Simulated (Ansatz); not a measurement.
Calculated with Ansatz (gas phase, PBE0-D4/def2-TZVP geometries, no zero-point term in ΔE). CCSD(T)/CBS adds triple-zeta CCSD(T) − MP2 to the extrapolated MP2 energy (def2 sets, frozen cores). Functionals use def2-TZVPP. B3LYP here is the variant with VWN-RPA as its local correlation; programs differ in this. For Zn outer-core shells are correlated without core-valence functions, which leaves a few kJ/mol of doubt a bond. Scalar relativity is left out up to krypton. Each species was taken in one conformer, which may not be the lowest.

`B[SiH](B)O` + `C[CH2][ZnH]` → `[BH2][Zn][CH2]C` + `B[SiH2]O`  (formal exchange of groups at a B–Si bond)

| level | ΔE (kJ/mol) | difference from CCSD(T)/CBS |
| --- | --- | --- |
| r2SCAN-D4 | 16.8 | 10.8 |
| PBE0-D4 | 15.5 | 9.5 |
| B3LYP-D4 | 12.7 | 6.7 |
| B2PLYP | 7.1 | 1.1 |
| r2SCAN | 16.1 | 10.1 |
| HF/def2-TZVPP | 3.4 | -2.6 |
| SCS-MP2/def2-TZVPP | 3.1 | -2.9 |
| CCSD/def2-TZVPP | 6.6 | 0.6 |
| CCSD(T)/def2-TZVPP | 7.8 | 1.8 |
| SCS-MP2/def2-QZVPP | 2.1 | -3.9 |
| CCSD(T)/CBS | 6.0 | 0 |

Largest T1 diagnostic among the species: 0.014.

The D4 term adds +4.2 kJ/mol with B3LYP and +2.2 kJ/mol with PBE0; it sums over pairs of atoms, weighted by their polarisabilities, and B3LYP, whose exchange is more repulsive, gets the larger term. From PBE to PBE0 (25 % exact exchange), in def2-TZVPP and without D4, ΔE moves by −3.5 kJ/mol.
